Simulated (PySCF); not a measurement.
Computed spin Hamiltonian

C₇H₁₃ (doublet state).
Cartesian coordinates in Å at the GFN2-xTB level; atoms count from 1:
```xyz
20
C7H13 angstrom
C     -2.7111   -0.5704    0.0235
C     -1.6723    0.4546    0.1994
C     -0.3589    0.1041   -0.5369
C      0.6719    1.2436   -0.4341
C      2.0086    0.5497   -0.1829
C      1.6167   -0.6201    0.7135
C      0.3315   -1.1370    0.0665
H     -3.1273   -1.1008    0.8568
H     -3.0280   -0.8464   -0.9639
H     -1.4598    0.6073    1.2590
H     -2.0154    1.4122   -0.2188
H     -0.6058   -0.0845   -1.5848
H      0.6858    1.8656   -1.3284
H      0.4315    1.8827    0.4178
H      2.4212    0.1754   -1.1213
H      2.7416    1.2102    0.2785
H      1.4120   -0.2568    1.7221
H      2.3891   -1.3858    0.7740
H     -0.3150   -1.6453    0.7806
H      0.5786   -1.8477   -0.7235
```

The hyperfine couplings belong to this conformer and change with its torsions.

The species is `[CH2]CC1CCCC1` [radical].

Level of theory: UKS B3LYP, pcH-1 on C H, non-relativistic, mean-field spin-orbit, GIAO in PySCF 2.14.0. One conformer (not necessarily the lowest) at the GFN2-xTB geometry, without solvent, vibrations or thermal averaging. The geometry wasn't refined by DFT: couplings that depend on bond lengths, twists or pyramidal angles can differ widely from those at the functional's own minimum. Stability of the SCF solution: not tested.

```json
{
  "g1, g2, g3": "2.00216, 2.00278, 2.00290",
  "g_iso": "2.00261",
  "Form of g": "rhombic: the two nearest values differ by 17 % of g3 − g1",
  "⟨S²⟩": "0.7536 (exact 0.7500)",
  "α and β electrons": "28, 27",
  "Total energy": "-274.53868 Eh",
  "Basis functions": "305"
}
```

Hyperfine couplings atom by atom, in G; T1 to T3 are the principal values of the dipolar part (MHz turned into gauss with g_iso; 10 G = 1 mT):

| atom | isotope | a_iso | T1 | T2 | T3 | Mulliken spin population |
| --- | --- | --- | --- | --- | --- | --- |
| C1 | 13C | 31.5 | -29.0 | -28.7 | 57.7 | 1.08 |
| C2 | 13C | -11.9 | -0.8 | 0.2 | 0.7 | -0.09 |
| C3 | 13C | 19.8 | -2.0 | -1.8 | 3.8 | 0.04 |
| C4 | 13C | -0.1 | -0.4 | -0.3 | 0.7 | 0.00 |
| C5 | 13C | 0.7 | -0.1 | -0.1 | 0.2 | 0.00 |
| C6 | 13C | -0.1 | -0.2 | -0.1 | 0.2 | 0.00 |
| C7 | 13C | -0.2 | -0.5 | 0.0 | 0.5 | 0.00 |
| H8 | 1H | -23.1 | -14.2 | 0.1 | 14.0 | -0.05 |
| H9 | 1H | -22.3 | -13.9 | -0.1 | 14.0 | -0.05 |
| H10 | 1H | 1.2 | -1.8 | -1.4 | 3.2 | 0.00 |
| H11 | 1H | 41.4 | -2.0 | -1.4 | 3.4 | 0.05 |
| H12 | 1H | -0.9 | -1.7 | -0.9 | 2.5 | 0.00 |
| H13 | 1H | 0.5 | -0.4 | -0.3 | 0.7 | 0.00 |
| H14 | 1H | 0.1 | -0.5 | -0.4 | 0.9 | 0.00 |
| H15 | 1H | 0.0 | -0.2 | -0.2 | 0.5 | 0.00 |
| H16 | 1H | 1.3 | -0.2 | -0.2 | 0.3 | 0.00 |
| H17 | 1H | 0.0 | -0.3 | -0.3 | 0.6 | 0.00 |
| H18 | 1H | -0.1 | -0.2 | -0.2 | 0.4 | 0.00 |
| H19 | 1H | -0.2 | -1.7 | -1.1 | 2.8 | 0.00 |
| H20 | 1H | 0.7 | -0.6 | -0.6 | 1.2 | 0.00 |

Largest spin populations (Mulliken): C1 (+1.08) and C2 (-0.09). C1 is the only atom above +0.15. The positive populations add up to 1.19 and the negative ones to -0.19, together 2S = 1. The angles at C1 add up to 359.9°, so it is planar; its axial dipolar tensor and the negative couplings of its protons fit spin in a p orbital normal to that plane.

Axes: g2 points within 15° of the C1–C2 bond and g3 points within 15° of the C1–H9 bond.

Under fast tumbling the dipolar parts average out, and these isotropic splittings remain: 2 × 1H (H8/H9, I = 1/2, 3 lines) with 2.27 mT, 2 × 1H (H10/H11, I = 1/2, 3 lines) with 2.13 mT, 1 × 1H (H12, I = 1/2, 2 lines) with 0.09 mT, 2 × 1H (H16/H17, I = 1/2, 3 lines) with 0.07 mT and 2 × 1H (H13/H20, I = 1/2, 3 lines) with 0.06 mT.

Nuclei that the bonding pattern makes equivalent are averaged, as if the motion that swaps them (rotation, inversion, ring flip) were fast. The 1H value of +59.6 MHz is a mean of couplings from 3.3 to 116.0 MHz in this one geometry, not an average over conformers.

The 13C coupling of C1 (88.4 MHz) shows only in satellite lines or after enrichment, since that isotope makes up about 1.07 % of natural carbon.

β density exceeds α density at some nuclei, such as C2 (-0.0297) and H8/H9 (-0.0142), spin density in bohr⁻³. In a single determinant that takes different orbitals for the two spins, that is spin polarisation.

On one thread of an AMD EPYC 7B13, no GPU, on a shared host, this took 67 s (with the writing of density and orbital grids) and 1.0 GiB of memory at its peak.
